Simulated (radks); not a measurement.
Problem. Species: Rb+. Configuration: [Kr]. Calculated with a radial shooting solver on a logarithmic mesh with Libxc functionals: scalar-relativistic Kohn-Sham, LDA (Slater exchange, Perdew-Wang correlation), spin-polarised, spherical densities, finite nucleus; Fermi nuclear charge, rms radius 4.2036 fm. Some entries of the table are withheld. Estimate them.

orbital  occ.  eigenvalue (eV)  r(max) (bohr)  <r^2> (bohr^2)
1s          2        -15015.63        0.02632        0.002193
2s          2        -2011.297         0.1498         0.03739
2p          6        -1785.299         0.1196         0.02947
3s          2        -302.8424         0.4515          0.3008
3p          6        -230.3680         0.4466          0.3156
3d         10              (1)         0.3921          0.3388
4s          2         -37.7860          1.256           2.402
4p          6         -21.7923          1.422             (2)
5s          0              (3)          3.675           20.37
4d          0          -3.7820          2.583           15.76
5p          0          -3.4999          4.769             (4)

Solution. 
(1) 3d eigenvalue (eV): -110.0617
(2) 4p <r^2> (bohr^2): 3.402
(3) 5s eigenvalue (eV): -6.0166
(4) 5p <r^2> (bohr^2): 36.46
